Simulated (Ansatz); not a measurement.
C₂H₈OSSi (`C[SiH](O)CS`), charge 0, multiplicity 1.

(1) Give a relaxed structure at PBE0-D4/def2-TZVP (Ansatz 0.2.0). (Best estimate.)

Results:

(1) The calculation gave: 
Z-matrix (Å, degrees):
```
C
Si 1 1.863
H 1 1.093 2 112.1
H 1 1.093 2 110.0 3 -119.6
H 1 1.094 2 110.9 3 121.1
O 2 1.647 1 112.5 3 61.1
C 2 1.883 1 110.3 3 -59.6
H 2 1.487 1 109.6 3 179.3
H 6 0.962 2 113.8 1 -84.2
S 7 1.818 2 110.7 1 72.4
H 7 1.093 2 109.0 1 -173.2
H 7 1.092 2 114.4 1 -53.2
H 10 1.343 7 97.6 2 -60.2
```
This is one stationary point; other conformers may exist.
